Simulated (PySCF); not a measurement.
## Assignment exercise: C$_{5}$H$_{4}$F$_{3}$NO

Geometry:
```json
{"atom": "C1", "x (Å)": "-1.539", "y (Å)": "-1.210", "z (Å)": "0.075"}
{"atom": "C2", "x (Å)": "-0.529", "y (Å)": "-0.342", "z (Å)": "-0.075"}
{"atom": "C3", "x (Å)": "-0.773", "y (Å)": "1.076", "z (Å)": "-0.435"}
{"atom": "N4", "x (Å)": "-1.746", "y (Å)": "1.782", "z (Å)": "-0.084"}
{"atom": "C5", "x (Å)": "0.841", "y (Å)": "-0.858", "z (Å)": "0.121"}
{"atom": "O6", "x (Å)": "1.123", "y (Å)": "-2.009", "z (Å)": "0.316"}
{"atom": "C7", "x (Å)": "1.980", "y (Å)": "0.205", "z (Å)": "0.095"}
{"atom": "F8", "x (Å)": "1.713", "y (Å)": "1.240", "z (Å)": "0.906"}
{"atom": "F9", "x (Å)": "2.164", "y (Å)": "0.705", "z (Å)": "-1.138"}
{"atom": "F10", "x (Å)": "3.138", "y (Å)": "-0.318", "z (Å)": "0.486"}
{"atom": "H11", "x (Å)": "-2.566", "y (Å)": "-0.916", "z (Å)": "-0.065"}
{"atom": "H12", "x (Å)": "-1.344", "y (Å)": "-2.240", "z (Å)": "0.324"}
{"atom": "H13", "x (Å)": "-0.048", "y (Å)": "1.549", "z (Å)": "-1.090"}
{"atom": "H14", "x (Å)": "-2.416", "y (Å)": "1.335", "z (Å)": "0.542"}
```

- shielding tensors at PBE0/pcSseg-1 (GIAO)
- GFN2-xTB structure
- run in PySCF 2.14.0 with density-fitted response routines
- equivalent nuclei averaged, one conformer, relativity neglected, in vacuum

δ = σ(ref) − σ, references computed at the same level: ¹³C (σ = 186.93 ppm) and ¹H (σ = 31.72 ppm) vs TMS.

**Question.** Assign these signals to the numbered atoms. ¹³C{¹H} NMR (computed): δ 184.5 (C), 167.7 (CH), 147.7 (C), 147.6 (CH2), 125.7 (C).

**Answer.** 
| δ (ppm) | atoms | environment | reason |
| --- | --- | --- | --- |
| 184.5 | C5 | carbon bonded to 2 C, O | – |
| 167.7 | C3 | carbon bonded to C, N, H | – |
| 147.7 | C2 | carbon bonded to 3 C | – |
| 147.6 | C1 | carbon bonded to C, 2 H | – |
| 125.7 | C7 | carbon bonded to C, 3 F | – |

C2 and C1 lie closer than the usual error of such a calculation, so a measured spectrum could show them in the other order.

**Question.** Assign these signals to the numbered atoms. ¹H NMR (300 MHz, computed): δ 12.01 (br s, 1H), 8.79 (s, 1H), 7.34 (br s, 1H), 6.60 (br s, 1H).

**Answer.** 
12.01 → H14, hydrogen on a nitrogen bonded to C
8.79 → H13, hydrogen on a carbon bonded to C, N
7.34 → H12, hydrogen on a carbon bonded to C
6.60 → H11, hydrogen on a carbon bonded to C

Exchangeable OH/NH protons stand at their gas-phase positions; hydrogen bonding in a real sample shifts them, mostly to higher δ. Splittings by ¹⁹F in the carbon and heteronuclear signals aren't shown, as no couplings were computed. Shifts are as computed. Against solution values, carbons near 30 ppm lie about +3 ppm off and those near 130 ppm about +5 ppm. Of 1211 compounds with measured shifts, 218 miss one by over three times the rms of a fit or turn the order of signals round; such compounds aren't used in these exercises. No couplings were computed; multiplicities are counted from neighbouring protons, with m where these are inequivalent, close in shift, in a saturated or five-membered ring or joined by F or P, and br s for small geminal =CH2 splittings.
